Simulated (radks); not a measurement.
Spherical quantum dot in the effective-mass picture: electrons in a hard-walled sphere of radius 1.4, all in effective atomic units (hartree* = m*/eps^2 hartree, bohr* = eps/m* bohr), one dielectric constant everywhere. Calculated with a radial shooting solver with Libxc functionals: non-relativistic Kohn-Sham, PBE, spin-polarised, spherical densities. Levels are named by radial order and angular momentum (1s, 1p, 1d, 2s, ...), and open shells are averaged over m. Results are scaled to m* = 0.026 and eps = 5.4, for which hartree* = 24.26 meV and bohr* = 10.99 nm.

N = 29, configuration 1s2 1p6 1d10 2s(up 1, down 0) 1f(up 7, down 3). This is the lowest configuration that the search found. Occupied and some empty levels:

level,occupation,eigenvalue (meV),<r> (nm)
1s up,1,737.12,9.377
1s down,1,741.13,9.426
1p up,3,778.70,10.15
1p down,3,782.15,10.15
1d up,5,842.58,10.68
1d down,5,846.02,10.68
2s up,1,925.60,7.085
1f up,7,925.96,11.08
1f down,3,929.51,11.07
2s down,0,935.45,7.164
1g up,0,1027.3,11.40
1g down,0,1031.0,11.39
2p up,0,1043.4,8.081
2p down,0,1049.0,8.133
2d up,0,1178.2,8.770
2d down,0,1182.0,8.795

Energy (meV): total 15333.2, kinetic 6470.0, external 0, Hartree 9734.3, exchange-correlation -871.13.

Electron density:

r (nm),n(r) (e/nm^3)
0.430,0.001617
1.20,0.001574
1.96,0.001499
2.73,0.001414
3.50,0.001343
4.26,0.001319
5.03,0.001376
5.79,0.001540
6.56,0.001827
7.33,0.002227
8.09,0.002699
8.86,0.003166
9.62,0.003524
10.4,0.003657
11.2,0.003473
11.9,0.002938
12.7,0.002123
13.5,0.001228
14.2,0.0004690
15.0,0.00005372
